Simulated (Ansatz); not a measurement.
Cost and result for the atomization energy of `OC1(F)C=N[SiH2]1` (10 atoms, 10 bonds).

```xyz
10

O    -1.580    0.825    0.039
C    -0.227    0.625    0.099
F     0.412    1.817    0.393
C     0.417   -0.048   -1.112
N     0.894   -1.193   -0.801
Si    0.417   -0.995    0.915
H    -1.781    1.435   -0.682
H     0.460    0.381   -2.122
H     1.558   -0.867    1.853
H    -0.570   -1.981    1.417
```

Charge 0, multiplicity 1. The structure was optimised at the PBE0-D4/def2-TZVP level. It is one conformer, not always the lowest. Program: Ansatz. All runs use 4 threads of an Arm Neoverse V1 on a shared host. Times are those of one run each, without the atoms' runs, and a repeat can differ threefold. Electronic energies, without spin–orbit coupling; frozen cores. CCSD(T)/CBS adds CCSD(T) − MP2 in def2-TZVPP to the MP2 limit, and its time is that of the two runs behind it. T1 = 0.013. B3LYP takes the VWN-RPA correlation (the form of Gaussian; ORCA's B3LYP/G).

CCSD(T)/CBS is a level of theory with its own doubt, some kJ/mol a heavy atom from the limit and from the frozen cores, so smaller differences don't rank the functionals.

| level | functions | atomization (kcal/mol) | difference from CCSD(T)/CBS | per bond |
| --- | --- | --- | --- | --- |
| CCSD(T)/CBS(def2) | – | 921.9 | 0.0 | 0.0 |
| PBE-D4/def2-TZVPP (with forces) | 253 | 957.9 | 36.0 | 3.6 |
| PBE0-D4/def2-TZVPP | 253 | 926.6 | 4.7 | 0.5 |
| B3LYP-D4/def2-TZVPP (with forces) | 253 | 920.9 | -1.0 | -0.1 |
| ωB97X-V/def2-TZVPP | 253 | 929.0 | 7.1 | 0.7 |
| CCSD(T)/def2-TZVPP | 253 | 891.3 | -30.6 | -3.1 |
| B2PLYP/def2-TZVPP | 253 | 911.2 | -10.7 | -1.1 |
| ωB97M-V/def2-TZVPP (with forces) | 253 | 928.1 | 6.2 | 0.6 |
| MP2/def2-QZVPP | 475 | 937.4 | 15.5 | 1.6 |
| r2SCAN-D4/def2-TZVPP (with forces) | 253 | 924.1 | 2.2 | 0.2 |

(1) Order the runs by time, with rough figures. (An estimate is asked.)

## Answers

(1) Computed: PBE-D4/def2-TZVPP (with forces) 3.2 s; PBE0-D4/def2-TZVPP 4.9 s; r2SCAN-D4/def2-TZVPP (with forces) 7 s; B3LYP-D4/def2-TZVPP (with forces) 7.5 s; B2PLYP/def2-TZVPP 8.5 s; ωB97X-V/def2-TZVPP 11 s; ωB97M-V/def2-TZVPP (with forces) 16 s; MP2/def2-QZVPP 38 s; CCSD(T)/def2-TZVPP 4.3 min; CCSD(T)/CBS(def2) 4.9 min.

In def2-TZVPP, CCSD(T) changes the Hartree–Fock value by +277.4 kcal/mol (the triples alone add +20.5 kcal/mol) and MP2 by +305.3 kcal/mol; breaking electron pairs costs correlation energy, which Hartree–Fock lacks. From PBE to PBE0 (25 % exact exchange), in def2-TZVPP and without D4, the atomization energy moves by −30.4 kcal/mol: exact exchange takes away binding that semilocal exchange gives to molecules. The D4 term adds +8.5 kcal/mol with B3LYP and +4.4 kcal/mol with PBE0; it sums over pairs of atoms, weighted by their polarisabilities, and B3LYP, whose exchange is more repulsive, gets the larger term.
